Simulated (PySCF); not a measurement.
**Si3BH3O6**

Si3BH3O6 is a molecule drawn as a unit of a network glass or zeolite (built as: Si Si Si B3, H ends, O bridges), neutral, singlet. The structure was relaxed in the gas phase by PBE0-D3(BJ)/def2-SVP. No frequency run checks that it is a minimum.

SMILES: O1B2O[SiH]3O[SiH]1O[SiH](O2)O3

| atom | x (Å) | y (Å) | z (Å) |
| --- | --- | --- | --- |
| O1 | -1.185 | -0.424 | -1.428 |
| B2 | -0.142 | 0.486 | -1.358 |
| O3 | 1.157 | 0.008 | -1.407 |
| Si4 | 1.475 | -0.594 | 0.134 |
| O5 | 0.243 | -1.696 | 0.406 |
| Si6 | -1.297 | -1.104 | 0.108 |
| O7 | -1.470 | 0.213 | 1.129 |
| Si8 | -0.338 | 1.426 | 0.897 |
| O9 | -0.375 | 1.714 | -0.761 |
| O10 | 1.148 | 0.696 | 1.152 |
| H11 | 2.821 | -1.153 | 0.288 |
| H12 | -2.358 | -2.106 | 0.242 |
| H13 | -0.566 | 2.621 | 1.715 |

Shieldings: GIAO PBE0/pcSseg-1. Shifts are against computed references at the same level: H TMS (σ 31.27 ppm), Si TMS (σ 352.0 ppm). Core levels by delta-SCF with SCAN, pcX-2 on the ionised atom and pcseg-1 elsewhere, spin-free X2C (2p3/2 is the spin-free 2p value less a third of a first-order spin-orbit splitting); from the vacuum level, for chosen atoms.

Question: Give the shieldings and core levels atom by atom.

Answer: 
| atoms | bonded to | σ (ppm) | δ (ppm) | core level (eV) |
| --- | --- | --- | --- | --- |
| O1 O3 O9 | 1 B + 1 Si | 140.2 | - | 1s 538.62 |
| B2 | 3 O | 78.1 | - | 1s 199.30 |
| Si4 Si6 Si8 | 3 O + 1 H | 395.3 | -43.3 | 2p3/2 109.16 |
| O5 O7 O10 | 2 Si | 190.3 | - | 1s 538.51 |
| H11 H12 H13 | 1 Si | 26.42 | 4.85 | - |

Values are those of this one static structure; atoms that internal rotation interchanges would show their mean in an NMR spectrum.

Question: By CAM-B3LYP/def2-SVPD (TDDFT singlets, Tamm-Dancoff triplets, ionisation by delta-SCF), where does absorption start, and what does vertical ionisation take?

Answer: The first singlet with intensity lies at 7.71 eV (f 0.002); what lies below it is dark. The lowest singlet lies at 6.94 eV (f 0.000), the strongest of the first 6 at 7.71 eV (f 0.002), the lowest triplet at 6.74 eV; vertical ionisation takes 11.43 eV.
